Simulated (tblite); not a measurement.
Parent: `[CH3:1][C:2](=[O:3])[CH2:4][CH2:5][CH2:6][SiH2:7][OH:8]` with C1–C2–C4–C5 -163°, C2–C4–C5–C6 70°, C4–C5–C6–Si7 -164°, C5–C6–Si7–O8 52°, C6–Si7–O8–H 35°, C5H12O2Si.

Structures optimised with GFN2-xTB, isolated species. One conformer each, not checked by frequencies here.

```json
{"coordinate of the parent": "C1–C2", "value": "1.509 Å"}
{"coordinate of the parent": "C2=O3", "value": "1.206 Å"}
{"coordinate of the parent": "C2–C4", "value": "1.515 Å"}
{"coordinate of the parent": "C4–C5", "value": "1.528 Å"}
{"coordinate of the parent": "C5–C6", "value": "1.527 Å"}
{"coordinate of the parent": "C6–Si7", "value": "1.904 Å"}
{"coordinate of the parent": "Si7–O8", "value": "1.624 Å"}
{"coordinate of the parent": "C1–C2–O3", "value": "122.5°"}
{"coordinate of the parent": "C1–C2–C4", "value": "114.4°"}
{"coordinate of the parent": "O3–C2–C4", "value": "123.2°"}
{"coordinate of the parent": "C2–C4–C5", "value": "112.1°"}
{"coordinate of the parent": "C4–C5–C6", "value": "112.0°"}
{"coordinate of the parent": "C5–C6–Si7", "value": "112.5°"}
{"coordinate of the parent": "C6–Si7–O8", "value": "109.9°"}
```

**Question.** In one relative the bonds that all share with the parent change as follows (parent's numbers): C2–C4 +0.004, C4–C5 -0.008, C5–C6 +0.002, C6–Si7 -0.006, Si7–O8 +0.010 Å. Which is it?
A. `[CH3:1][NH:2][C:3](=[O:4])[CH2:5][CH2:6][CH2:7][SiH2:8][OH:9]` with C1–N2–C3–O4 0°, N2–C3–C5–C6 -126°, C3–C5–C6–C7 62°, C5–C6–C7–Si8 -107°, C6–C7–Si8–O9 62°
B. `[CH:1]#[C:2][C@@H:3]([CH2:4][SiH2:5][OH:6])[CH2:7][C:8]([CH3:9])=[O:10]` with C2–C3–C4–Si5 -175°, C3–C4–Si5–O6 -70°, C4–Si5–O6–H -13°, C2–C3–C7–C8 -73°, C3–C7–C8–C9 85°
C. `[CH3:1][C:2](=[O:3])[C@@H:4]([SH:5])[CH2:6][CH2:7][SiH2:8][OH:9]` with C1–C2–C4–S5 93°, C2–C4–S5–H 60°, C2–C4–C6–C7 67°, C4–C6–C7–Si8 63°, C6–C7–Si8–O9 -75°
D. `[CH3:1][C:2](=[S:3])[CH2:4][CH2:5][CH2:6][SiH2:7][OH:8]` with C1–C2–C4–C5 169°, C2–C4–C5–C6 180°, C4–C5–C6–Si7 177°, C5–C6–Si7–O8 -63°, C6–Si7–O8–H 177°

**Answer.** C. The changes in all of them (Å):

| SMILES | C2–C4 | C4–C5 | C5–C6 | C6–Si7 | Si7–O8 |
| --- | --- | --- | --- | --- | --- |
| CC(=O)[C@@H](S)CC[SiH2]O | +0.004 | -0.008 | +0.002 | -0.006 | +0.010 |
| CC(=S)CCC[SiH2]O | -0.021 | -0.002 | -0.002 | -0.007 | +0.002 |
| CNC(=O)CCC[SiH2]O | -0.002 | +0.005 | +0.010 | +0.009 | -0.011 |
| C#C[C@@H](C[SiH2]O)CC(C)=O | -0.008 | +0.023 | +0.006 | +0.009 | -0.011 |

Atoms are paired thus: CC(=O)[C@@H](S)CC[SiH2]O: C1 = C1, C2 = C2, O3 = O3, C4 = C4, C5 = C6, C6 = C7, Si7 = Si8, O8 = O9; CC(=S)CCC[SiH2]O: C1 = C1, C2 = C2, C4 = C4, C5 = C5, C6 = C6, Si7 = Si7, O8 = O8; CNC(=O)CCC[SiH2]O: C2 = C3, O3 = O4, C4 = C5, C5 = C6, C6 = C7, Si7 = Si8, O8 = O9; C#C[C@@H](C[SiH2]O)CC(C)=O: C1 = C9, C2 = C8, O3 = O10, C4 = C7, C5 = C3, C6 = C4, Si7 = Si5, O8 = O6.

The numbers are calculated, not measured.
